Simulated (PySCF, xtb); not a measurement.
1,1-difluorobut-1-ene (C4H6F2), SMILES FC(F)=CCC. One conformer was computed; it need not be the lowest.

Harmonic wavenumbers (cm⁻¹) from xtb with GFN2-xTB at its own minimum, in rising order: 54, 153, 180, 252, 386, 457, 514, 527, 803, 829, 884, 974, 1051, 1084, 1152, 1162, 1234, 1257, 1333, 1411, 1472, 1496, 1500, 1785, 2964, 3004, 3042, 3045, 3049, 3108.

**Question.** What does PBE0-D3(BJ)/def2-SVP run with PySCF give at its own minimum? (The exact figures need the calculation; the answer reports its results.)

**Answer.** 61, 158, 198, 282, 404, 512, 596, 632, 777, 837, 897, 982, 1058, 1092, 1164, 1248, 1295, 1351, 1394, 1406, 1459, 1467, 1479, 1853, 3055, 3055, 3121, 3151, 3156, 3223. Paired by order, the mean absolute difference is 46 cm⁻¹ and the zero-point energies are 57.4 and 59.1 kcal/mol.
